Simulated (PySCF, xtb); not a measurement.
GeHFCl2, SMILES [F][GeH]([Cl])[Cl].

GFN2-xTB in xtb 6.7.1 at its own geometry gives an orbital gap of 6.53 eV and a dipole moment of 2.24 D.

The structure is a stationary point at PBE-D3(BJ)/def2-SVP.

### Question
What does ωB97X/def2-TZVPD in PySCF give? (An estimate is asked for; the answer gives what the named calculation found.)

### Answer
gap 12.60 eV (levels -12.11 and 0.49 eV), dipole 1.94 D.
